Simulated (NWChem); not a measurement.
Species: Si$_{2}$NH$_{6}$OF; SMILES N[Si@@H](O)[SiH2]F

```xyz
11

N     -1.4827     1.7393     0.1559
Si     0.0181     1.0820    -0.3712
O      1.3386     1.2470     0.6439
Si    -0.1668    -1.2588    -0.5121
F      1.0244    -1.7527     0.5173
H     -1.9629     1.3688     0.9686
H     -1.6662     2.7315     0.0498
H      0.3269     1.7859    -1.6458
H      1.6272     0.4176     1.0437
H     -1.4534    -1.8194     0.0027
H      0.1100    -1.8620    -1.8498
```
Atoms are numbered in this order, from 1.

Computed with NWChem. Pople sets run with spherical d functions. Structure relaxed at the PBE0/def2-SVP level. GIAO values for the isolated, static molecule; σ is the absolute isotropic shielding, δ = σ(reference) − σ with the isolated reference molecule computed at the same levels (1H: tetramethylsilane, 15N: ammonia, 29Si: tetramethylsilane).

```json
[
 {"level": "B3LYP/6-311G**", "δ N1 (ppm)": "47.6", "δ Si2 (ppm)": "-28.4", "δ Si4 (ppm)": "2.5", "δ H6 (ppm)": "0.83", "δ H7 (ppm)": "1.54", "δ H9 (ppm)": "2.68", "δ H11 (ppm)": "5.37"},
 {"level": "KT2/pcSseg-1", "δ N1 (ppm)": "48.0", "δ Si2 (ppm)": "-28.1", "δ Si4 (ppm)": "?", "δ H6 (ppm)": "?", "δ H7 (ppm)": "?", "δ H9 (ppm)": "2.94", "δ H11 (ppm)": "?"},
 {"level": "BHandHLYP/pcSseg-1", "δ N1 (ppm)": "38.4", "δ Si2 (ppm)": "-30.7", "δ Si4 (ppm)": "0.1", "δ H6 (ppm)": "0.95", "δ H7 (ppm)": "1.59", "δ H9 (ppm)": "2.96", "δ H11 (ppm)": "5.03"}
]
```

Q: What belongs in the gaps?

A: 
- KT2/pcSseg-1, δ Si4 (ppm): 4.5
- KT2/pcSseg-1, δ H6 (ppm): 1.05
- KT2/pcSseg-1, δ H7 (ppm): 1.76
- KT2/pcSseg-1, δ H11 (ppm): 5.46
